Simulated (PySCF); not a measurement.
**Assigning NMR signals**

Mapped SMILES: `[CH3:1][Si@@H:2]([PH2:3])[C:4]#[C:5][C:6]([F:7])=[C:8]([F:9])[F:10]`. Hydrogens are named by the atom that carries them.

Calculated, not measured (PySCF 2.14): GIAO PBE0/pcSseg-1 shieldings, structure optimised with GFN2-xTB. Relativity neglected, no solvent, one conformer, rapidly exchanging positions averaged.

Referencing at the same level of theory: TMS for $^{13}$C and $^{1}$H.

**Question.** Assign these signals to the numbered atoms. $^{13}$C{$^{1}$H} NMR (computed): δ 175.9, 124.4, 118.6, 99.3, -1.5.

**Answer.** 
| δ (ppm) | atoms | environment | reason |
| --- | --- | --- | --- |
| 175.9 | C8 | fully substituted alkene carbon | – |
| 124.4 | C6 | fully substituted alkene carbon | the olefinic region |
| 118.6 | C4 | alkyne carbon | – |
| 99.3 | C5 | alkyne carbon | the triple bond shields along its axis, which puts it between sp3 and sp2 carbons |
| -1.5 | C1 | methyl carbon bonded to Si | an electropositive neighbour leaves it electron-rich and shielded |

**Question.** Assign these signals to the numbered atoms. $^{1}$H NMR (500 MHz, computed): δ 5.34 (m, 1H), 1.25 (m, 2H), 0.51 (m, 3H).

**Answer.** 
5.34 → H(Si2), hydrogen on a silicon bonded to 2 C, P
1.25 → H(P3), hydrogen on a phosphorus bonded to Si
0.51 → H(C1), hydrogen on a methyl carbon bonded to Si: an electropositive neighbour shields it, as in TMS itself

Splittings by $^{19}$F and $^{31}$P in the carbon and heteronuclear signals aren't shown, as no couplings were computed. Shifts are as computed. Against solution values, carbons near 30 ppm lie about +3 ppm off and those near 130 ppm about +5 ppm. Of 1211 compounds with measured shifts, 218 miss one by over three times the rms of a fit or turn the order of signals round; such compounds aren't used in these exercises. No couplings were computed; multiplicities are counted from neighbouring protons, with m where these are inequivalent, close in shift, in a saturated or five-membered ring or joined by F or P, and br s for small geminal =CH2 splittings.
